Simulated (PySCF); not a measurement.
Correlation energy of Nb+ (niobium, charge +1)

[Kr] 4d3 5p1, one real determinant (an excited configuration). All numbers are calculated (PySCF 2.14, a scalar-relativistic core potential, in def2-QZVPPD with the def2 core potential (28 electrons) (7s5p4d3f2g, 81 functions)). Frozen: nothing; 12 electrons correlated.

| level | correlation energy (mhartree) |
| --- | --- |
| CCSD | -316.22 |
| (T) | -8.95 |
| CCSD(T) | -325.17 |

Diagnostics: T1 = 0.010, D1 = 0.0464, largest double amplitude 0.042.

Q: Is a single reference adequate?

A: Yes, within this model without spin-orbit coupling: T1 lies below 0.03 and no double amplitude reaches 0.07.

The reference is one real determinant that mixes LS terms of this configuration.

The basis has no tight functions for the innermost shells, so their pair energies are far from complete.

This basis was not built for core-valence correlation, so the inner-shell part is incomplete.
